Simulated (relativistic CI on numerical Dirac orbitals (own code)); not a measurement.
Inner-shell lines of Ba⁴¹⁺

Method of calculation: Dirac-Coulomb-Breit CI, orbitals from a KLI potential per configuration, a model potential for QED, valence Slater integrals scaled by 0.9 (own radial code, finite nucleus).

CI space (outside the closed core 1s2 2s2): 2p⁶3s²3p³, 2p⁵3s²3p³3d, 2p⁵3s²3p³4s, 2p⁵3s²3p³4d, 2p⁶3s3p⁴, 2p⁵3s3p⁴4s. Levels of other configurations are missing.

The table holds the strongest lines. The upper levels have an inner-shell vacancy. Auger decay, open to those above the ionisation limit, is not computed, and radiative decays to configurations outside the model are missing too. Absolute energies can be off by a few tenths of a per cent, and at this charge the scaling can make term splittings too narrow, so close lines can change order. LS names give the leading component, which can be well under half, for lower levels too. Brackets number the levels in order of energy.

```
  λ (Å)                    Upper                 Lower   A (s⁻¹)  gA (s⁻¹)
2.58171   2p⁵3s²3p³3d ⁴P5/2 [91]  2p⁶3s²3p³ ⁴S°3/2 [2]  2.47e+14  1.48e+15
2.57901   2p⁵3s²3p³3d ²D3/2 [37]  2p⁶3s²3p³ ²P°3/2 [1]  5.80e+14  2.32e+15
2.57898  2p⁵3s²3p³3d ²D5/2 [139]  2p⁶3s²3p³ ²P°3/2 [5]  5.48e+14  3.29e+15
 2.5788   2p⁵3s²3p³3d ²D5/2 [38]  2p⁶3s²3p³ ²P°3/2 [1]  4.68e+14  2.81e+15
2.57791  2p⁵3s²3p³3d ²F7/2 [106]  2p⁶3s²3p³ ²D°5/2 [3]  3.28e+14  2.62e+15
 2.5772  2p⁵3s²3p³3d ²D3/2 [112]  2p⁶3s²3p³ ²P°1/2 [4]  5.75e+14  2.30e+15
2.57665  2p⁵3s²3p³3d ²P1/2 [113]  2p⁶3s²3p³ ²P°1/2 [4]  7.16e+14  1.43e+15
 2.5765   2p⁵3s²3p³3d ⁴P1/2 [39]  2p⁶3s²3p³ ²P°3/2 [1]  6.35e+14  1.27e+15
2.57629  2p⁵3s²3p³3d ⁴P5/2 [102]  2p⁶3s²3p³ ⁴S°3/2 [2]  2.26e+14  1.36e+15
2.57501  2p⁵3s²3p³3d ²D5/2 [110]  2p⁶3s²3p³ ²D°5/2 [3]  5.24e+14  3.14e+15
2.57449  2p⁵3s²3p³3d ²D3/2 [105]  2p⁶3s²3p³ ⁴S°3/2 [2]  3.90e+14  1.56e+15
2.57439  2p⁵3s²3p³3d ²D3/2 [141]  2p⁶3s²3p³ ²P°3/2 [5]  6.86e+14  2.74e+15
2.57423  2p⁵3s²3p³3d ²P3/2 [111]  2p⁶3s²3p³ ²D°5/2 [3]  5.33e+14  2.13e+15
2.57077  2p⁵3s²3p³3d ²F7/2 [114]  2p⁶3s²3p³ ²D°5/2 [3]  1.98e+14  1.58e+15
2.40254  2p⁵3s²3p³3d ²F7/2 [174]  2p⁶3s²3p³ ²D°5/2 [3]  3.26e+14  2.61e+15
2.40165  2p⁵3s²3p³3d ²D3/2 [149]  2p⁶3s²3p³ ²P°3/2 [1]  4.25e+14  1.70e+15
2.40138  2p⁵3s²3p³3d ²D5/2 [150]  2p⁶3s²3p³ ²P°3/2 [1]  3.99e+14  2.39e+15
2.39634  2p⁵3s²3p³3d ²P3/2 [212]  2p⁶3s²3p³ ²P°3/2 [5]  3.79e+14  1.52e+15
2.39608  2p⁵3s²3p³3d ²D5/2 [213]  2p⁶3s²3p³ ²P°3/2 [5]  3.95e+14  2.37e+15
2.39496  2p⁵3s²3p³3d ⁴D5/2 [179]  2p⁶3s²3p³ ⁴S°3/2 [2]  2.32e+14  1.39e+15
```
